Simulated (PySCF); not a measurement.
**Pm(43+) (promethium, charge +43): Hartree-Fock from Schrödinger to Dirac-Coulomb-Breit**

Occupied: 1s1/2, 2s1/2, 2p1/2, 2p3/2, 3s1/2, 3p1/2, 3p3/2. Hartree-Fock calculated with PySCF 2.14 in an uncontracted even-tempered set (20 s from 4.3 bohr⁻², ratio 2.3; 16 p from 5.2 bohr⁻², ratio 2.3), Gaussian nucleus throughout. NR is non-relativistic, sf-X2C the spin-free one-electron X2C Hamiltonian, X2C adds the bare one-electron spin-orbit term, X2C-SNSO screens it by Boettger's factors, DC is four-component Dirac-Coulomb, and the Gaunt and Breit terms are added at first order (total energies over the DC spinors, levels after relaxing the spinors in that mean field). QED terms are absent. Levels marked empty are virtual spinors of this ion; the basis has s and p functions only, so 3d, which can lie below the n = 4 levels, is absent.

| level (eV) | NR | sf-X2C | X2C | X2C-SNSO |
| --- | --- | --- | --- | --- |
| 1s1/2 | -45606.7 | -48025.6 | -48018.4 | -48018.9 |
| 2s1/2 | -9379.4 | -10032.8 | -10030.7 | -10030.9 |
| 2p1/2 | -9038.0 | -9239.1 | -9655.0 | -9639.7 |
| 2p3/2 | -9038.0 | -9239.1 | -9059.5 | -9065.2 |
| 3s1/2 | -3634.1 | -3823.8 | -3823.2 | -3823.2 |
| 3p1/2 | -3490.5 | -3564.9 | -3666.7 | -3663.0 |
| 3p3/2 | -3490.5 | -3564.9 | -3520.4 | -3521.8 |
| 4s1/2 (empty) | -1840.4 | -1913.5 | -1913.3 | -1913.3 |
| 4p1/2 (empty) | -1785.6 | -1817.6 | -1854.1 | -1852.8 |
| 4p3/2 (empty) | -1785.6 | -1817.6 | -1801.6 | -1802.1 |

Problem. Where do the four-component calculations put these levels?

Solution. 1s1/2: DC -48066.3, DC+Gaunt -47933.4, DC+Breit -47943.3; 2s1/2: DC -10036.9, DC+Gaunt -10022.9, DC+Breit -10023.9; 2p1/2: DC -9642.4, DC+Gaunt -9619.5, DC+Breit -9621.8; 2p3/2: DC -9070.1, DC+Gaunt -9054.0, DC+Breit -9056.3; 3s1/2: DC -3824.6, DC+Gaunt -3821.4, DC+Breit -3821.7; 3p1/2: DC -3663.6, DC+Gaunt -3658.2, DC+Breit -3658.9; 3p3/2: DC -3522.8, DC+Gaunt -3519.0, DC+Breit -3519.7; 4s1/2 (empty): DC -1913.8, DC+Gaunt -1912.6, DC+Breit -1912.8; 4p1/2 (empty): DC -1853.0, DC+Gaunt -1851.0, DC+Breit -1851.3; 4p3/2 (empty): DC -1802.5, DC+Gaunt -1801.1, DC+Breit -1801.4 (eV).

| Hamiltonian | E (hartree) | E − E(DC) (hartree) | CPU seconds |
| --- | --- | --- | --- |
| NR | -8054.8552 | 360.0395 | 0.33 |
| sf-X2C | -8406.6765 | 8.2182 | 0.25 |
| X2C | -8412.3160 | 2.5786 | 0.28 |
| X2C-SNSO | -8411.9346 | 2.9600 | 0.3 |
| DC | -8414.8946 | 0.0000 | 13 |
| DC+Gaunt | -8406.0917 | 8.8029 | 23 |
| DC+Breit | -8406.9501 | 7.9445 | 70 |

Weight of the small component: 1s1/2 0.0513, 2s1/2 0.0115, 2p1/2 0.0115, 2p3/2 0.0107, 3s1/2 0.00422, 3p1/2 0.00413, 3p3/2 0.00396, 4s1/2 0.00200, 4p1/2 0.00197, 4p3/2 0.00190.

Koopmans' value for the highest occupied level at DC+Breit: 3519.7 eV, against an ionisation energy of 3519 ± 4 eV (theoretical estimate listed by NIST; NIST Atomic Spectra Database, ionization energies); the former lacks relaxation, correlation, QED and recoil.

The whole ladder took 110 s of wall time on 1 thread of Intel(R) Xeon(R) 6975P-C (shared host), launched as `OMP_NUM_THREADS=1 python relrun2.py TASK.json OUT` (a driver that calls PySCF for each Hamiltonian).
